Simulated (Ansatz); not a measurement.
Computed with Ansatz on PBE0-D4/def2-TZVP structures; ΔE is electronic, products minus reactants. CBS: MP2 limit from def2 TZ/QZ plus the TZ coupled-cluster correction, frozen cores. DFT in def2-TZVPP. B3LYP here is the variant with VWN-RPA as its local correlation; programs differ in this. def2 core potentials past Kr. For Br, In outer-core shells are correlated without core-valence functions, which leaves a few kJ/mol of doubt a bond. Scalar relativity is left out up to krypton. One conformer a species, not always the lowest.

`[SiH3]C1(Br)O[SiH2]1` + `[OH][In]([SH])[Br]` → `[SiH3][O][In]([SH])[Br]` + `BrC1O[SiH2]1`  (ligand exchange at the Si–C bond)

```csv
level,ΔE (kJ/mol),difference from CCSD(T)/CBS
PBE-D4,-79.9,17.4
PBE0-D4,-90.0,7.3
B3LYP-D4,-96.6,0.7
ωB97X-V,-99.1,-1.8
ωB97M-V,-97.1,0.2
PBE,-83.2,14.1
PBE0,-92.7,4.6
B3LYP,-102.1,-4.8
HF/def2-TZVPP,-128.6,-31.3
SCS-MP2/def2-TZVPP,-104.5,-7.2
CCSD/def2-TZVPP,-104.8,-7.5
CCSD(T)/def2-TZVPP,-99.6,-2.3
MP2/def2-QZVPP,-98.2,-0.9
HF/CBS(def2),-130.9,-33.6
MP2/CBS(def2),-96.5,0.8
CCSD/CBS(def2),-102.5,-5.2
CCSD(T)/CBS,-97.3,0
```

Largest T1 diagnostic among the species: 0.013.

The D4 term adds +5.5 kJ/mol with B3LYP and +2.7 kJ/mol with PBE0; it sums over pairs of atoms, weighted by their polarisabilities, and B3LYP, whose exchange is more repulsive, gets the larger term. From PBE to PBE0 (25 % exact exchange), in def2-TZVPP and without D4, ΔE moves by −9.5 kJ/mol.

CCSD(T)/CBS has its own doubt, a few kJ/mol and more with outer-core shells, so smaller differences from it don't rank the levels.
